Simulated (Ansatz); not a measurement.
Two structures of SiNH$_{6}$ClO, closed shell, reached by relaxing down either side of one saddle point (PBE0-D4/def2-TZVP). Energies are electronic, without zero-point energy. Ansatz 0.2.0; basis: def2-TZVPP and def2-QZVPP; cores frozen in the correlated methods. Extrapolation: Hartree–Fock as exp(−7.88 √X), correlation as X^−2.97. First:

```xyz
10
angstrom
Si -0.5585 0.0782 -0.7071
N 0.4309 -0.4366 0.6272
H 0.3219 0.9557 -1.5161
H -1.7240 0.7684 -0.1233
O -1.1927 -1.1195 -1.6364
H 0.8387 1.0236 1.5921
Cl 1.1679 2.0853 2.3163
H 1.3556 -0.7895 0.4194
H -0.0022 -1.0293 1.3237
H -0.6374 -1.5365 -2.2957
```

Second:

Si1  (-0.372, 0.618, -0.492)
N2  (0.363, -0.630, 1.119)
H3  (-0.823, 1.441, -1.669)
H4  (-1.537, 0.752, 0.423)
O5  (-0.087, -0.815, -1.293)
H6  (0.386, -0.126, 1.997)
Cl7  (1.238, 1.866, 0.038)
H8  (1.302, -0.944, 0.900)
H9  (-0.231, -1.447, 1.213)
H10  (-0.238, -0.715, -2.236)
(Å)

Q: Which bonds change from the first to the second?

A: SiNH₅O ([NH2][SiH2][OH]) + HCl → SiH₃ClO ([OH][SiH2][Cl]) + NH₃ (still joined by a long Si–N bond); bonds formed: Si1–Cl7, N2–H6; bonds broken: H6–Cl7; bonds weakened to dative contacts: Si1–N2.

Q: Give the saddle point's structure and its height above each. (To be estimated.)

A: By the calculation: 0.298 eV above the first and 0.653 eV above the second (CCSD(T) at an estimated basis limit (MP2 extrapolated from triple and quadruple zeta, plus CCSD(T) − MP2 in triple zeta)).
Si1  (-0.474, 0.267, -0.529)
N2  (0.512, -0.516, 0.813)
H3  (0.442, 1.083, -1.338)
H4  (-1.658, 0.840, 0.115)
O5  (-1.009, -1.003, -1.435)
H6  (0.771, 0.452, 1.338)
Cl7  (0.682, 2.191, 1.406)
H8  (1.345, -1.003, 0.499)
H9  (-0.028, -1.138, 1.407)
H10  (-0.583, -1.175, -2.275)
(Å)

The T1 diagnostic stays at or below 0.011.

Hydrogen chloride, the by-product of chloride precursors, can attack films and sites by steps of this kind.

Labels in which every atom is bracketed show which atoms are joined, not bond orders.

For scale, one of the runs: CCSD(T)/def2-TZVPP, 230 basis functions, launched by `ansatz run in.yaml --threads 4 --pin off --events-out ev --progress --plain --max-ram 9574MiB`. The run took 64 s on 4 CPU threads of an Arm Neoverse V2 (shared host), with 3.8 GiB of host memory at its peak.
